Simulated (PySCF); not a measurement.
Zn(SiH3)(OSiH3) (H₆OSi₂Zn), SMILES [SiH3][O][Zn][SiH3]. Heavy atoms are numbered as in [Zn:1]([SiH3:2])[O:6][SiH3:7]. Hydrogens are named by the atom that carries them.

Coordinates come from a PBE0-D3(BJ)/def2-SVP optimisation. The structure was generated by enumeration; whether it is a known compound was not checked. The values are those of a single conformer.

Level of theory: PBE/pcSseg-1 in PySCF.

GIAO shieldings, no solvent; atoms alike by connectivity are averaged. δ = σ(ref) − σ: ²⁹Si against TMS (σ = 335.4 ppm); ¹H against TMS (σ = 31.49 ppm); ¹⁷O against H2O (σ = 334.3 ppm), references at their B3LYP-D3(BJ)/def2-TZVP geometries, non-relativistic.

```csv
nucleus,atoms,count,δ (ppm)
²⁹Si,Si7 (SiH3),1,-43.5
²⁹Si,Si2 (SiH3),1,-136.0
¹H,H on Si7,3,5.72
¹H,H on Si2,3,3.61
¹⁷O,O6,1,57.0
```
